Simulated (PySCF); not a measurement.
Compound: CH₅BO₃.
Atom-mapped SMILES: `[OH:1][CH2:2][B:3]([OH:4])[OH:5]` (hydrogens: H6 on O1; H7, H8 on C2; H9 on O4; H10 on O5)

Torsions of this conformer, `[OH:1][CH2:2][B:3]([OH:4])[OH:5]`: O1–C2–B3–O4 -171°, H–O1–C2–B3 81°, H–O4–B3–C2 2°, H–O5–B3–C2 2°.

The closed-shell ground state was solved at several levels (PySCF, density fitting, gas phase, non-relativistic). Geometry: PBE0-D3(BJ)/def2-SVP, one conformer, isolated molecule.

| level | basis functions | total energy (Eh) | HOMO (eV) | LUMO (eV) | gap (eV) | dipole (D) |
| --- | --- | --- | --- | --- | --- | --- |
| PBE0/cc-pVDZ | 95 | -291.4312 | -7.52 | 1.32 | 8.84 | 2.84 |
| PBE0/pcSseg-0 | 55 | -290.7100 | -7.81 | 1.16 | 8.97 | 3.78 |
| PBE0/cc-pVTZ | 220 | -291.5311 | -7.80 | 0.67 | 8.47 | 2.90 |
| LC-wPBE/pcSseg-2 | 250 | -291.6973 | -10.78 | 1.91 | 12.69 | 3.10 |
| mPW1PW91/pcSseg-2 | 250 | -291.7913 | -7.97 | 0.05 | 8.02 | 2.99 |
| wB97X-D/pcSseg-2 | 250 | -291.7761 | -9.86 | 1.82 | 11.68 | 3.02 |
| PBE0/IGLO-III | 225 | -291.5506 | -7.92 | 0.11 | 8.03 | 2.94 |

(1) What might B97-2/pcSseg-2 (250 basis functions) give for the same quantities?

(2) Over all these levels, which gives the widest orbital gap and which the narrowest?

(3) How much does the basis alone move the frontier levels among the 4 PBE0 rows?

(4) How far do the dipole and the HOMO energy spread over the levels?

## Answers

(1) Total energy -291.7620 Eh, HOMO -7.65 eV, LUMO 0.10 eV, gap 7.75 eV, dipole 2.97 D.

(2) LC-wPBE/pcSseg-2 (range-separated hybrid) has the widest, 12.69 eV, and B97-2/pcSseg-2 (global hybrid, 21 % exact exchange) the narrowest, 7.75 eV. The two share the basis. From the narrowest to the widest the HOMO moves by -3.13 eV and the LUMO by +1.81 eV.

(3) The HOMO by 0.40 eV and the LUMO by 1.21 eV. By rising basis size (HOMO, LUMO in eV): pcSseg-0 -7.81, 1.16; cc-pVDZ -7.52, 1.32; cc-pVTZ -7.80, 0.67; IGLO-III -7.92, 0.11.

(4) The dipole runs from 2.84 to 3.78 D (mean 3.07 D) and the HOMO from -10.78 to -7.52 eV.

wB97X-D is run here without its empirical dispersion term; that term would change no orbital, density or response property at a fixed geometry.
